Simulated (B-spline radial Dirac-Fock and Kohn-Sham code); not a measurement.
A summary of the ionisation energies of cadmium (Z = 48) against charge, from Dirac-Fock energy differences between relaxed states, corrected for Breit and QED terms and from the NIST table. The largest relative steps of the computed values, from charge +5 on, come at Cd¹²⁺ (36 electrons left, 217.0 to 307.3 eV); Cd²⁰⁺ (28 electrons left, 544.8 to 965.6 eV); Cd³⁸⁺ (10 electrons left, 2497.8 to 5897.3 eV); Cd⁴⁶⁺ (2 electrons left, 7607.7 to 31448.8 eV). The median of |NIST − computed| / NIST over the 48 ions is 0.72 %.

| charge | computed (eV) | NIST (eV) |
| --- | --- | --- |
| 0 | 7.34 | 8.99382 |
| 3 | 52.36 | 51 |
| 6 | 107.6 | 105 |
| 9 | 170.8 | 173 |
| 12 | 307.3 | 305 |
| 15 | 387.4 | 385 |
| 18 | 513.3 | 513 |
| 21 | 1033.0 | 1026 |
| 24 | 1244.7 | 1237 |
| 27 | 1470.6 | 1477 |
| 30 | 1868.1 | 1852 |
| 33 | 2087.9 | 2091 |
| 36 | 2419.8 | 2427 |
| 39 | 6106.0 | 6039 |
| 42 | 6750.4 | 6869 |
| 45 | 7607.7 | 7607.95 |
